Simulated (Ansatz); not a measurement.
Reaction (formal exchange of groups at a B–C bond): `NCBBr` + `C=O` → `O=CBBr` + CH₃NH₂

Isolated molecules relaxed with PBE0-D4/def2-TZVP in Ansatz; ΔE leaves out vibrations. CCSD(T)/CBS adds triple-zeta CCSD(T) − MP2 to the extrapolated MP2 energy (def2 sets, frozen cores). This one scheme is used for every species. Functionals use def2-TZVPP. B3LYP here is the variant with VWN-RPA as its local correlation; programs differ in this. For Br outer-core shells are correlated without core-valence functions, which leaves a few kJ/mol of doubt a bond. Scalar relativity is left out up to krypton. One conformer a species, not always the lowest.

`NCBBr`:

Cartesian coordinates in Å:
```
N -1.294 -0.205 0.334
C 0.099 -0.530 0.142
B 0.974 0.446 -0.678
Br 0.368 2.196 -1.144
H -1.427 0.785 0.490
H -1.698 -0.709 1.111
H 0.691 -0.631 1.079
H 0.201 -1.519 -0.329
H 2.086 0.166 -1.003
```

`C=O`:

Z-matrix (Å, degrees):
```
C
O 1 1.195
H 1 1.109 2 122.0
H 1 1.109 2 122.0 3 -180.0
```

`O=CBBr`:

```xyz
6

O    -0.352   -0.200   -1.728
C     0.207   -0.470   -0.689
B    -0.329    0.238    0.616
Br    0.796    1.520    1.434
H     1.094   -1.142   -0.687
H    -1.417    0.053    1.056
```

CH₃NH₂:

Z-matrix (Å, degrees):
```
C
N 1 1.453
H 1 1.092 2 109.4
H 1 1.100 2 115.4 3 -121.6
H 1 1.092 2 109.4 3 116.8
H 2 1.012 1 110.6 3 62.6
H 2 1.012 1 110.6 3 -179.3
```

```csv
level,ΔE (kJ/mol),difference from CCSD(T)/CBS
PBE-D4,15.6,-2.1
r2SCAN-D4,16.8,-0.9
PBE0-D4,19.0,1.3
B3LYP-D4,15.4,-2.3
ωB97X-V,18.2,0.5
ωB97M-V,20.1,2.4
B2PLYP,14.1,-3.6
PBE,13.4,-4.3
r2SCAN,16.2,-1.5
PBE0,17.1,-0.6
B3LYP,11.9,-5.8
HF/def2-TZVPP,14.0,-3.7
MP2/def2-TZVPP,19.6,1.9
SCS-MP2/def2-TZVPP,16.3,-1.4
CCSD/def2-TZVPP,17.3,-0.4
CCSD(T)/def2-TZVPP,17.0,-0.7
HF/def2-QZVPP,14.2,-3.5
MP2/def2-QZVPP,20.1,2.4
SCS-MP2/def2-QZVPP,16.7,-1.0
HF/CBS(def2),14.2,-3.5
MP2/CBS(def2),20.3,2.6
CCSD/CBS(def2),18.0,0.3
CCSD(T)/CBS,17.7,0
```

Largest T1 diagnostic among the species: 0.015.

In def2-TZVPP, CCSD(T) changes the Hartree–Fock value by +3.0 kJ/mol (the triples alone add −0.3 kJ/mol) and MP2 by +5.6 kJ/mol. The D4 term adds +3.6 kJ/mol with B3LYP and +1.9 kJ/mol with PBE0; it sums over pairs of atoms, weighted by their polarisabilities, and B3LYP, whose exchange is more repulsive, gets the larger term. From PBE to PBE0 (25 % exact exchange), in def2-TZVPP and without D4, ΔE moves by +3.7 kJ/mol.
